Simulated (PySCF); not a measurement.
CH8O2Si2, SMILES C[Si](O)(O)[SiH3]. Coordinates come from a PBE0-D3(BJ)/def2-SVP optimisation. The structure was generated by enumeration, and PubChem lists no compound with its InChIKey, so it may never have been made. The values are those of a single conformer.

Calculation: PBE0-D3(BJ)/def2-SVP (PySCF).

Harmonic wavenumbers (cm⁻¹): 87, 108, 129, 137, 164, 165, 225, 254, 332, 438, 505, 508, 680, 731, 759, 797, 816, 858, 911, 927, 936, 954, 1262, 1423, 1428, 2204, 2217, 2231, 3048, 3150, 3160, 3913, 3941. Rotational constants (GHz): 3.481, 2.030, 1.946; symmetry number 1.

Question: Work out the zero-point energy and the ideal-gas rigid-rotor harmonic-oscillator thermochemistry at 298.15 K and 1 atm.

Answer: ZPE = ½ Σ hcν = ½ × 39398 cm⁻¹ = 235.66 kJ/mol. H − E(el) = 263.71 kJ/mol. Entropy in J/(mol K): translation 167.17, rotation 115.27, vibration 112.12, total 394.56. G − E(el) = 146.08 kJ/mol. Cp = 146.03 J/(mol K). Modes under 150 cm⁻¹ make the vibrational entropy uncertain.
